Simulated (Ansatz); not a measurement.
Total energies of BH$_{3}$OSiZn (`O[B]1[SiH2][Zn]1`).

Cartesian coordinates in Å:
```
O -1.100 -1.527 0.329
B -0.414 -0.429 0.048
Si 1.219 0.549 0.311
Zn -0.109 0.163 -2.179
H -2.051 -1.504 0.190
H 1.435 0.925 1.753
H 1.020 1.822 -0.452
```

The species carries charge 0 and has multiplicity 1. For Zn the d shell is correlated and the shells below it are frozen. Scalar relativity is left out up to krypton. All single points use the PBE0-D4/def2-TZVP geometry. It is one conformer, not always the lowest. Basis def2-TZVPP, the Gaussian-basis code of Ansatz.

RPA on PBE orbitals: Hartree–Fock energy of these orbitals -2167.94060 Eh, correlation -1.41338 Eh (frozen core).

```json
{"functional": "LDA (SPW92)", "energy without D4 (Eh)": "-2165.90593", "D4 term (kJ/mol)": "–"}
{"functional": "BLYP", "energy without D4 (Eh)": "-2170.84927", "D4 term (kJ/mol)": "-33.8"}
{"functional": "r2SCAN", "energy without D4 (Eh)": "-2170.68268", "D4 term (kJ/mol)": "-3.4"}
{"functional": "B97M-V", "energy without D4 (Eh)": "-2170.34209", "D4 term (kJ/mol)": "–"}
{"functional": "PBE0", "energy without D4 (Eh)": "-2170.28856", "D4 term (kJ/mol)": "-13.0"}
{"functional": "B3LYP", "energy without D4 (Eh)": "-2170.85843", "D4 term (kJ/mol)": "-25.4"}
{"functional": "r2SCANh", "energy without D4 (Eh)": "-2170.65687", "D4 term (kJ/mol)": "-3.7"}
{"functional": "r2SCAN0", "energy without D4 (Eh)": "-2170.62007", "D4 term (kJ/mol)": "-4.2"}
{"functional": "HSE06 (plane-wave form)", "energy without D4 (Eh)": "-2170.27593", "D4 term (kJ/mol)": "-12.3"}
{"functional": "BHLYP", "energy without D4 (Eh)": "-2170.67572", "D4 term (kJ/mol)": "-21.6"}
{"functional": "CAM-B3LYP", "energy without D4 (Eh)": "-2170.84255", "D4 term (kJ/mol)": "-13.5"}
{"functional": "ωB97X-V", "energy without D4 (Eh)": "-2170.51135", "D4 term (kJ/mol)": "–"}
{"functional": "B2PLYP", "energy without D4 (Eh)": "-2170.30015", "D4 term (kJ/mol)": "–"}
{"functional": "PBE-QIDH", "energy without D4 (Eh)": "-2169.92931", "D4 term (kJ/mol)": "–"}
```

(1) Give the same for PBE, revPBE, LC-ωPBE, ωB97M-V. (Estimate.)

B3LYP takes the VWN-RPA correlation (the form of Gaussian; ORCA's B3LYP/G). HSE06 is the plane-wave form, built on full-range PBE exchange. The double hybrids freeze the cores in their second-order part.

Answers

(1) Computed: 
| functional | energy without D4 (Eh) | D4 term (kJ/mol) |
| --- | --- | --- |
| PBE | -2170.24936 | -15.4 |
| revPBE | -2170.57703 | -42.6 |
| LC-ωPBE | -2170.35595 | – |
| ωB97M-V | -2170.61541 | – |

LC-ωPBE has ω = 0.4 bohr⁻¹.
